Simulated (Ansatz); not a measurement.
`C[O][Al][SH]` radical. Total charge 0; spin multiplicity 2.

```xyz
8

C     0.642   -0.860    0.979
O    -0.033   -1.028   -0.235
Al   -0.790   -0.083   -1.401
S    -0.819    2.104   -1.078
H     1.657   -1.261    0.901
H     0.713    0.194    1.275
H     0.122   -1.403    1.775
H    -1.492    2.337   -2.217
```

Problem. What are the harmonic wavenumbers in cm⁻¹ at PBE0-D4/def2-TZVP (Ansatz, finite differences of forces, unscaled)? (An estimate is asked.)

Solution. Ansatz gave: 62, 68, 114, 219, 236, 450, 647, 724, 1176, 1183, 1220, 1483, 1492, 1500, 2715, 3009, 3075, 3087.

Problem. Is this a minimum?

Solution. Yes, all 18 modes are real.

Problem. Give the ideal-gas thermochemistry at 298.15 K and 1 bar (rigid rotor, harmonic oscillator; point group Cs, symmetry number 1).

Solution. Zero-point energy 134.3 kJ/mol; H(298) − E = 154.6 kJ/mol; entropy 353.3 J/(mol·K), of which translation 165.1, rotation 110.3, vibration 72.1, electronic 5.8; G(298) − E = 49.2 kJ/mol. Modes under 100 cm⁻¹ are hindered rotations or soft bends, so the harmonic entropy is rough.
